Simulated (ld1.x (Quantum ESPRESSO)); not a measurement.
Pseudopotential generation for Au (Z = 79): ultrasoft, PBE, scalar-relativistic.

- Element: gold (Au)
- Generator: ld1.x (Quantum ESPRESSO) 7.5
- Type: ultrasoft
- Functional: PBE
- Relativity: scalar-relativistic
- Frozen core: [Xe] 4f14
- Valence charge: 11
- Reference configuration: 5d10 6s0 6p0 (charge +1)
- Partial waves: 6s (bound, empty): rcut 1.75, rcutus 2.05 bohr; 6s channel at 3.65 Ry: rcut 1.75, rcutus 2.05 bohr; 6p (bound, empty): rcut 2.70, rcutus 2.85 bohr; 6p channel at 2.15 Ry: rcut 2.70, rcutus 2.85 bohr; 5d (bound): rcut 2.30, rcutus 2.55 bohr; 5d channel at -0.35 Ry: rcut 2.30, rcutus 2.55 bohr
- Local potential: all-electron potential smoothed inside 2.60 bohr (lloc = -1)
- Core correction: Bessel-smoothed model core, default radius (core density twice the valence density)
- Augmentation charge: PSQ, radius 1.85 bohr

Poles of the logarithmic derivatives, all-electron (AE) and pseudo (PS). s: poles at -0.2 (AE) and -0.1 (PS) Ry. p: poles at 1.1 (AE) and 1.1 (PS) Ry. d: poles at -1.0, 3.2 (AE) and -1.0, 3.1 (PS) Ry. Test radius 3.12 bohr.

* Cutoffs needed: 18 Ry and 30 Ry (the cutoffs (Ry, on a coarse ladder) from which the occupation-weighted sum of valence levels, in a spherical-Bessel basis at the reference potential, stays within 10 and 1 mRy of its value at 400 Ry)
* Ghost test: no extra level below or beside the all-electron valence levels (s, p, d, f tested) (spherical-Bessel basis up to 400 Ry, 20 bohr box)
* Configuration tests: test run stopped at test 5 of 7 (negative rho), 1 before it not solved; not counted: 5d8 6s0 6p0 (solver errors, printed error -535 eV)
* Lowest eigenvalue of the overlap operator: 0.19 (d channel)
* Density cutoff estimated by the generator: 118 Ry
